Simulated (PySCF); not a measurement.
SnI3, SMILES [I][Sn+]([I])[I], charge +1. Atoms are numbered in the order given.

```xyz
4

Sn     0.0000     0.0000     0.0000
I      2.6039     0.0000     0.0000
I     -1.3020    -2.2551     0.0000
I     -1.3020     2.2551     0.0000
```
Charge +1, spin multiplicity 1.

The structure is a stationary point at PBE0-D3(BJ)/def2-SVP. The multiplicity is an assumed one; no other spin state was optimised. The isomer is the one that the SMILES or the coordinates give; other isomers of the formula were not compared. The def2 effective core potentials stand for the cores of I, Sn; spin–orbit coupling is left out.

Computed with TDA-B3LYP/def2-SVPD in PySCF.

Vertical excitations; the highest root listed may be one member of a degenerate set. Isolated molecule, no solvent. State labels are in the subgroup C2v.

Computed lowest excited states:
| state | symmetry | energy (eV) | λ (nm) | f | main pairs |
|---|---|---|---|---|---|
| S1 | B1 | 2.49 | 497 | 0.000 | HOMO→LUMO 100 % |
| S2 | A2 | 2.74 | 453 | 0.000 | HOMO−1→LUMO (degenerate set) |
| S3 | B2 | 2.74 | 453 | 0.000 | HOMO−2→LUMO (degenerate set) |
| S4 | A1 | 2.91 | 426 | 0.014 | HOMO−3→LUMO (degenerate set) |
| S5 | B1 | 2.91 | 426 | 0.014 | HOMO−4→LUMO (degenerate set) |
| S6 | A2 | 3.23 | 384 | 0.000 | HOMO→LUMO+1 100 % |
| S7 | A2 | 3.55 | 349 | 0.000 | HOMO−4→LUMO+1 (degenerate set) |
| S8 | B2 | 3.55 | 349 | 0.000 | HOMO−3→LUMO+1 (degenerate set) |
| S9 | B2 | 3.56 | 349 | 0.006 | HOMO−5→LUMO 100 % |
| S10 | B1 | 3.86 | 321 | 0.054 | HOMO−1→LUMO+1 82 %, HOMO−6→LUMO 14 % |
| T1 | B1 | 2.14 | 580 | 0 | HOMO→LUMO 99 % |
| T2 | A2 | 2.40 | 516 | 0 | HOMO−1→LUMO (degenerate set) |
| T3 | B2 | 2.40 | 516 | 0 | HOMO−2→LUMO (degenerate set) |
| T4 | A1 | 2.45 | 506 | 0 | HOMO−3→LUMO 99 % |
Triplets are in the Tamm–Dancoff approximation.
